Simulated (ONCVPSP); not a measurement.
**Xe (Z = 54), ONCV: configuration errors across variants**

ONCVPSP 4.0.1 input, shortened (lines: element, Z, core and valence counts, functional; n l f; lmax; l rc ep ncon nbas qcut; lloc lpopt rc5 dvloc0; l nproj debl; icmod fcfact rcfact), PBEsol, scalar-relativistic:

```
  Xe 54.00    6    5  -116133      upf
    1    0    2.00
    2    0    2.00
    2    1    6.00
    3    0    2.00
    3    1    6.00
    3    2   10.00
    4    0    2.00
    4    1    6.00
    4    2   10.00
    5    0    2.00
    5    1    6.00
    2
    0    1.10    0.00    5    9   11.40
    1    1.20    0.00    3    7   10.40
    2    1.25    0.00    3    8   13.80
    4    3    1.00    4.00
    0    3    1.90
    1    2    3.50
    2    2    1.60
    3    5.50    1.70
```

In the d channel the program set the typed energies aside and used -2.180, 0.250 Ha.

All-electron excitation energies from the reference (eV): (1) 4s2 4p6 4d10 5s2 5p5 12.552; (2) 4s2 4p6 4d10 5s2 5p4 34.332; (3) 4s2 4p6 4d10 5s2 5p3 66.103; (4) 4s2 4p6 4d9 5s2 5p6 67.648.

Errors AE − PS in meV (a dash: test not solved or not reliable):

| change | (1) | (2) | (3) | (4) | bound ghosts | GHOST(+) flags above zero |
| --- | --- | --- | --- | --- | --- | --- |
| base | -2.7 | -8.2 | -17 | -10 | none | s |
| d: qcut 9.1 | -2.8 | -8.5 | -18 | +54 | none | s |
| d: qcut 13.4 | -2.7 | -8.2 | -17 | -8.9 | none | s |
| d: qcut 15.3 | -2.7 | -8.2 | -17 | -12 | none | s |
| d: qcut 18 | -2.7 | -8.2 | -17 | -9.8 | none | s |
| d: qcut 20.7 | -2.7 | -8.1 | -17 | -17 | none | s, d |

Give the same row for: d: qcut 11.2.

-2.8, -8.3, -18, +9.4; bound ghosts: none; GHOST(+) flags above zero: s.
